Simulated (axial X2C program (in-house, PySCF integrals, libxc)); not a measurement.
LiCr: cheaper levels and CCSD(T), two-component

All values were computed with an axial X2C code built on PySCF integrals. Two-component (2c) means X2C with spin–orbit coupling and atomic mean-field two-electron Coulomb and Gaunt terms. Basis: Cr dyall-cv3z [9s10p6d3f2g], Li dyall-cv3z [7s8p2d] (cores contracted in-house); Gaussian nuclei, density fitting, unrestricted open shells. Masses: Cr 51.941 u, Li 7.016 u.

State: Ω = 5/2 (⟨Sz⟩ = 2.50, ⟨Lz⟩ = 0.00 at HF); fragments Cr + Li.

```
level  Re (Å)  ωe (cm⁻¹)  De (eV)
 PBE0   2.685      278.5    0.753
   HF   3.136      139.3    0.115
 CCSD   2.637      300.7    0.807
 BLYP   2.584      311.4     1.09
```

Correlated methods: 7 electrons correlated (number of frozen shells: Cr 3 s, 2 p; Li 1 s), 237 virtual spin orbitals or spinors in MP2, 78 natural virtuals in coupled cluster.

CCSD(T), same Hamiltonian and basis:

Re = 2.606 Å, ωe = 312.2 cm⁻¹, De = 0.89 eV; T1 = 0.078 (Lee–Taylor normalisation).

(1) Give the differences from CCSD(T) in the columns below.

Occupations by symmetry block were frozen at the best pattern of an incomplete PBE0 search. Dissociation energies refer to the lowest single-determinant-based atoms at the same level and basis. Density functionals use the spin component along the axis (collinear). CCSD and (T) use frozen natural virtuals with an MP2 correction for the truncation; (T) itself is uncorrected, so its De runs slightly low. With several unpaired electrons one determinant need not be a pure state. This is the top spin component of a Σ state; components of lower Ω are not single determinants and can lie lower. The determinant is spin-polarised beyond a pure state at some levels (its spin-free form has ⟨S²⟩ too high), which makes Re and μ there less reliable. The T1 diagnostic is large, a sign of multireference character.

Answers

(1) 

| level | ΔRe (Å) | Δωe (cm⁻¹) | ΔDe (eV) |
| --- | --- | --- | --- |
| PBE0 | 0.079 | -34 | -0.14 |
| HF | 0.530 | -173 | -0.78 |
| CCSD | 0.031 | -12 | -0.08 |
| BLYP | -0.022 | -1 | 0.20 |
